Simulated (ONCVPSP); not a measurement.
**What the settings do to the ONCV potential of Pd**

Base potential:

| Item | Value |
| --- | --- |
| Element | palladium |
| Generator | ONCVPSP 4.0.1 |
| Type | optimised norm-conserving Vanderbilt (ONCV) |
| Functional | LDA (Perdew-Zunger) |
| Relativity | scalar-relativistic |
| Frozen core | [Ar] 3d10 |
| Valence charge | 18 |
| Reference configuration | 4s2 4p6 4d8 (charge +2) |
| Partial waves | 4s: rc 1.10 bohr, ncon 4, nbas 7, qcut 5.1 1/bohr, 1 projector; 4p: rc 1.70 bohr, ncon 4, nbas 7, qcut 9.8 1/bohr, 2 projectors, debl 2.4 Ha; 4d: rc 1.55 bohr, ncon 3, nbas 8, qcut 12.3 1/bohr, 2 projectors, debl 1.2 Ha |
| Local potential | polynomial inside 1.05 bohr (lpopt 5, dvloc0 -1 Ha) |
| Core correction | Teter function, fcfact 4.25, rcfact 1.45 |

In the p channel the program set the typed energies aside and used -2.801, 0.250 Ha.

Cutoffs, loose and tight: the cutoffs (Ha) at which the residual kinetic energy of the hardest occupied pseudo-wave falls to 1 and 0.1 mHa per electron. They do not see the model core or the augmentation charge, which bear on the density cutoff. Test errors are all-electron minus pseudo excitation energies from the reference, over the configurations 4s2 4p6 4d10; 4s2 4p6 4d9; 4s2 4p6 4d7; 4s2 4p6 4d9 5s1. A dash means not determined; rows that change the core or the reference have their own tests. The largest error is taken over the tests solved by every variant that gives reliable tests at all: 4s2 4p6 4d10; 4s2 4p6 4d7; 4s2 4p6 4d9.

A true bound ghost makes a file unfit for plane-wave use even where its test errors are small: the radial tests pick states by their node count and pass the ghost by.

| change | outcome | cutoff, loose | cutoff, tight | bound ghosts | GHOST(+) flags above zero | largest test error (meV) |
| --- | --- | --- | --- | --- | --- | --- |
| base | generated, projector energies reset by the program | 102 Ha | 138 Ha | s | none | +1.9 |
| core correction none | generated, projector energies reset by the program | 102 Ha | 138 Ha | s | none | +2.2 |
| core correction Teter function, fcfact 4.25, rcfact 1.08 | generated, projector energies reset by the program | 102 Ha | 138 Ha | s | none | +2.1 |
| p: nproj 3 | generated, projector energies reset by the program | 102 Ha | 138 Ha | s | none | +1.8 |

Q: What comes out with this change to the base: reference 4s2 4p6 4d9.5?

A: outcome: generated; cutoff, loose: 102 Ha; cutoff, tight: 138 Ha; bound ghosts: s; GHOST(+) flags above zero: none; largest test error (meV): -1.4 over the solved tests; 1 of 4 tests not solved or not reliable.

Q: What comes out with this change to the base: d: qcut 15.4?

A: outcome: failed: ERROR pspot: first pseudo wave function has node, program will stop. Cause: the optimised pseudo-wave of the first projector has a node, so the radial equation cannot be inverted for a potential.
